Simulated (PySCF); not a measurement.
Geometry (Å), atoms numbered from 1 in this order:
```xyz
28

C    -1.208   -0.693   -1.736
N    -0.999   -0.242   -0.356
C    -1.400   -1.302    0.573
Al   -2.115    1.488   -0.044
C    -0.532    2.573   -0.607
C     0.600    1.569   -0.867
C     0.392    0.257   -0.103
C     1.478   -0.754   -0.371
C     1.888   -1.768    0.662
C     2.784   -0.610    0.356
H    -0.955    0.108   -2.443
H    -0.600   -1.584   -1.966
H    -2.269   -0.940   -1.874
H    -2.473   -1.506    0.446
H    -0.836   -2.231    0.393
H    -1.237   -0.967    1.606
H    -2.382    1.411    1.543
H    -3.395    1.285   -0.997
H    -0.690    3.219   -1.485
H    -0.253    3.249    0.221
H     1.594    1.953   -0.584
H     0.683    1.339   -1.944
H     0.404    0.496    0.976
H     1.562   -1.068   -1.417
H     1.365   -1.762    1.622
H     2.182   -2.764    0.320
H     3.707   -0.789   -0.201
H     2.860    0.186    1.102
```

Geometry: PBE0-D3(BJ)/def2-SVP; GIAO absolute shieldings from PySCF 2.14, gas phase, non-relativistic, averaged over equivalent atoms.

At PBE0/pcSseg-1 (267 basis functions, 88 s wall time on 1 thread of an Arm Neoverse V1, shared host):
```
      atoms  σ (ppm)
         C7    110.0
         C3    137.9
         C1    147.2
         C6    152.4
         C9    176.4
         C8    176.5
        C10    181.3
         C5    185.9
         N2    210.2
        Al4    386.1
        H18    27.11
        H17    27.20
H14/H15/H16    28.75
H11/H12/H13    29.02
        H21    29.19
        H22    29.67
        H23    29.95
        H26    30.64
        H27    30.73
        H24    30.93
        H25    30.99
        H20    31.12
        H19    31.20
        H28    31.27
```

What do these become at HF/pcSseg-1?

Results:


```csv
atoms,σ at HF/pcSseg-1,change
C7,126.8,+16.8
C3,148.6,+10.7
C1,156.6,+9.4
C6,163.7,+11.3
C9,186.4,+10.0
C8,187.4,+10.9
C10,190.7,+9.4
C5,193.9,+8.0
N2,235.8,+25.6
Al4,434.1,+48.0
H18,27.97,+0.86
H17,28.09,+0.89
H14/H15/H16,29.31,+0.56
H11/H12/H13,29.53,+0.51
H21,29.93,+0.74
H22,30.41,+0.74
H23,30.78,+0.83
H26,31.11,+0.47
H27,31.17,+0.44
H24,31.56,+0.63
H25,31.46,+0.47
H20,31.77,+0.65
H19,31.84,+0.64
H28,31.71,+0.44
```

The largest change is at Al4 (aluminium bonded to C, N, 2 H, in a 5-membered ring). Cost: 267 basis functions, 48 s wall time on 1 thread of an Arm Neoverse V1, shared host. The order of the carbon signals is the same at both levels.
